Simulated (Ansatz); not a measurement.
Ansatz (a quantum-chemistry and plane-wave program) input for Ru(CO)2 (C₂O₂Ru), SMILES [O+]#[C-]->[Ru]<-[C-]#[O+] (connectivity only; charge and spin as stated), neutral, multiplicity 3, PBE/def2-SVPD. Geometry: PBE0-D3(BJ)/def2-SVP. The multiplicity is an assumed one; other spin states were not compared. The def2 effective core potentials stand for the cores of Ru; spin–orbit coupling is left out.

Ansatz 0.2 input:
```yaml
crystal:
  periodic: [false, false, false]
  atoms:
    - {symbol: Ru, position_ang: [0.00000000, 0.00000000, 0.65186743]}
    - {symbol: O, position_ang: [0.00000000, -2.20186876, -1.39623356]}
    - {symbol: C, position_ang: [-0.00000000, -1.44430876, -0.52853582]}
    - {symbol: O, position_ang: [-0.00000000, 2.20186874, -1.39623358]}
    - {symbol: C, position_ang: [0.00000000, 1.44430875, -0.52853583]}
basis:
  gaussian:
    orbitals: def2-SVPD
hamiltonian:
  xc: {name: PBE}
magnetization: {spin_polarized: true, initial_magnetization: 2}
```

Log of the run:

```
WARN ansatz: RAYON_NUM_THREADS=1 ignored (pool sized by the plan → 1); use --threads N
Functional definition: PBE
integrals: 0.05 GiB planned
1020 factors; their error is unknown
mean field: 0.44 GiB planned
mean field evaluation 1: about -8733.3426 eV, gradient 4.1e1 eV
mean field evaluation 2: about -8699.2537 eV, gradient 9.7e1 eV
mean field evaluation 4: about -8739.1664 eV, gradient 1.5e1 eV
mean field evaluation 8: about -8740.1525 eV, gradient 1.8e-1 eV
mean field evaluation 16: about -8740.1044 eV, gradient 5.6e-4 eV
mean field evaluation 32: about -8737.8025 eV, gradient 8.9e0 eV
mean field evaluation 64: about -8739.5519 eV, gradient 1.6e0 eV
mean field -8740.10435707 eV, -321.1929108670 hartree, gradient 2.4e-5 eV, S^2 2.009363; 12 other end points of the search recorded, 0 dependent functions left out
reference -8740.10441153 eV, -321.1929128681 hartree; 23, 21 occupied and 97, 99 virtual orbitals, 1020 factors
Total energy: -8740.10441153 eV, -321.1929128681 hartree
```

The run converged.

Cost: about 15 core-seconds (a rough figure).
